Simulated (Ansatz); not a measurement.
B(H) cation (BH), SMILES [BH] (connectivity only; charge and spin as stated), charge +1, multiplicity 2.

Coordinates come from a B3LYP-D3(BJ)/def2-TZVPD optimisation. The spin state was assumed, not searched.

Two levels are set side by side: PBE/def2-TZVPD (Ansatz, a program for electronic structure) and CAM-B3LYP/def2-TZVPD (Ansatz). Energy differences of separate SCF runs at the same geometry; the states with an electron removed or added have multiplicity 1 and 1. Differences are taken from unrounded values.

```
quantity                           PBE
-------------------------------  -----
vertical ionisation energy (eV)  21.98
vertical electron affinity (eV)   9.55
```

### Question
These are the PBE values. What does CAM-B3LYP give? (The exact figures need the calculation; the answer reports its results.)

### Answer

```json
[
 {"quantity": "vertical ionisation energy (eV)", "CAM-B3LYP": "22.07", "PBE minus CAM-B3LYP": "-0.09"},
 {"quantity": "vertical electron affinity (eV)", "CAM-B3LYP": "9.66", "PBE minus CAM-B3LYP": "-0.10"}
]
```

Here PBE gives about what the other level gives.
